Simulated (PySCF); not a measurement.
C2H6OZn, triplet, at the geometry of the source list (a higher spin typed on purpose: for a closed-shell molecule this is an excited state); BHANDHLYP/6-31G* in PySCF.

Input for PySCF:
```python
from pyscf import gto, scf, dft

mol = gto.M(
    atom='''
Zn    1.018200    0.697800    0.890300
C     0.341100   -0.641100   -0.457400
C    -1.006800   -0.291500   -1.074500
H     0.248900   -1.576300    0.092500
H     1.063900   -0.805900   -1.250700
H    -0.955200    0.621200   -1.663600
H    -1.774500   -0.165800   -0.314200
H    -1.321200   -1.099200   -1.737900
O     0.921100    1.329300    2.507700
H     1.464500    1.931400    3.007900
''',
    basis='6-31g*',
    charge=0,
    spin=2,
    verbose=4,
)

mf = dft.UKS(mol)
mf.xc = 'bhandhlyp'
mf.grids.atom_grid = (99, 590)
mf.grids.prune = None
mf.kernel()
```

What the program printed (banner, timings and long lists left out):

```
PySCF version 2.14.0

[INPUT] verbose = 4
[INPUT] num. atoms = 10
[INPUT] num. electrons = 56
[INPUT] charge = 0
[INPUT] spin (= nelec alpha-beta = 2S) = 2
[INPUT] symmetry False subgroup None
[INPUT] Mole.unit = angstrom
[INPUT] Symbol           X                Y                Z      unit          X                Y                Z       unit  Magmom
[INPUT]  1 Zn     1.018200000000   0.697800000000   0.890300000000 AA    1.924119140032   1.318650889722   1.682423168700 Bohr   0.0
[INPUT]  2 C      0.341100000000  -0.641100000000  -0.457400000000 AA    0.644585581089  -1.211503418459  -0.864360729376 Bohr   0.0
[INPUT]  3 C     -1.006800000000  -0.291500000000  -1.074500000000 AA   -1.902576262212  -0.550855165311  -2.030510720845 Bohr   0.0
[INPUT]  4 H      0.248900000000  -1.576300000000   0.092500000000 AA    0.470352832404  -2.978775290152   0.174799666522 Bohr   0.0
[INPUT]  5 H      1.063900000000  -0.805900000000  -1.250700000000 AA    2.010479623925  -1.522930283787  -2.363480463994 Bohr   0.0
[INPUT]  6 H     -0.955200000000   0.621200000000  -1.663600000000 AA   -1.805066394185   1.173897868580  -3.143748380826 Bohr   0.0
[INPUT]  7 H     -1.774500000000  -0.165800000000  -0.314200000000 AA   -3.353319008041  -0.313316591453  -0.593751948338 Bohr   0.0
[INPUT]  8 H     -1.321200000000  -1.099200000000  -1.737900000000 AA   -2.496706155775  -2.077186956122  -3.284155031882 Bohr   0.0
[INPUT]  9 O      0.921100000000   1.329300000000   2.507700000000 AA    1.740626733337   2.512012937384   4.738866202572 Bohr   0.0
[INPUT] 10 H      1.464500000000   1.931400000000   3.007900000000 AA    2.767503909426   3.649817036985   5.684107210079 Bohr   0.0

nuclear repulsion = 245.552016400999
number of shells = 42
number of NR pGTOs = 202
number of NR cGTOs = 88
basis = 6-31g*
ecp = {}

******** <class 'pyscf.dft.uks.UKS'> ********
method = UKS
initial guess = minao
damping factor = 0
level_shift factor = 0
DIIS = <class 'pyscf.scf.diis.CDIIS'>
diis_start_cycle = 1
diis_space = 8
diis_damp = 0
SCF conv_tol = 1e-09
SCF conv_tol_grad = None
SCF max_cycles = 50
direct_scf = True
direct_scf_tol = 1e-13
number electrons alpha = 29  beta = 27
XC library pyscf.dft.libxc version 7.1.2
    S. Lehtola, C. Steigemann, M. J. T. Oliveira, and M. A. L. Marques,  SoftwareX 7, 1–5 (2018)
XC functionals = bhandhlyp
    A. D. Becke,  J. Chem. Phys. 98, 1372 (1993)
    Defined through Gaussian implementation.
radial grids:
    Treutler-Ahlrichs [JCP 102, 346 (1995); DOI:10.1063/1.469408] (M4) radial grids

becke partition: Becke, JCP 88, 2547 (1988); DOI:10.1063/1.454033
pruning grids: None
grids dens level: 3
symmetrized grids: False
atomic radii adjust function: <function treutler_atomic_radii_adjust>
User specified grid scheme (99, 590)
small_rho_cutoff = 0
Set gradient conv threshold to 3.16228e-05
tot grids = 584104
init E= -1933.72690981098

cycle= 1 E= -1933.65781388777  delta_E= 0.0691  |g|= 0.57  |ddm|= 2.13

cycle= 2 E= -1932.90047584422  delta_E= 0.757  |g|= 1.34  |ddm|= 1.52

cycle= 3 E= -1933.78592632897  delta_E= -0.885  |g|= 0.192  |ddm|= 1.31

cycle= 4 E= -1933.80732483647  delta_E= -0.0214  |g|= 0.0752  |ddm|= 0.291

cycle= 5 E= -1933.81126061283  delta_E= -0.00394  |g|= 0.0185  |ddm|= 0.142

cycle= 6 E= -1933.81162512353  delta_E= -0.000365  |g|= 0.00936  |ddm|= 0.0492

cycle= 7 E= -1933.81173534473  delta_E= -0.00011  |g|= 0.00386  |ddm|= 0.0301

cycle= 8 E= -1933.81176947281  delta_E= -3.41e-05  |g|= 0.00152  |ddm|= 0.0185

cycle= 9 E= -1933.81177656845  delta_E= -7.1e-06  |g|= 0.000897  |ddm|= 0.00667

cycle= 10 E= -1933.81177900301  delta_E= -2.43e-06  |g|= 0.000593  |ddm|= 0.00343

cycle= 11 E= -1933.8117806204  delta_E= -1.62e-06  |g|= 0.000266  |ddm|= 0.00395

cycle= 12 E= -1933.81178102464  delta_E= -4.04e-07  |g|= 8.09e-05  |ddm|= 0.00261

cycle= 13 E= -1933.81178104907  delta_E= -2.44e-08  |g|= 3.42e-05  |ddm|= 0.000457

cycle= 14 E= -1933.81178105383  delta_E= -4.76e-09  |g|= 1.18e-05  |ddm|= 0.00029

cycle= 15 E= -1933.81178105416  delta_E= -3.31e-10  |g|= 6.22e-06  |ddm|= 5.24e-05

Extra cycle  E= -1933.81178105421  delta_E= -4.91e-11  |g|= 5.15e-06  |ddm|= 1.49e-05
converged SCF energy = -1933.81178105421  <S^2> = 2.0064336  2S+1 = 3.004286
```
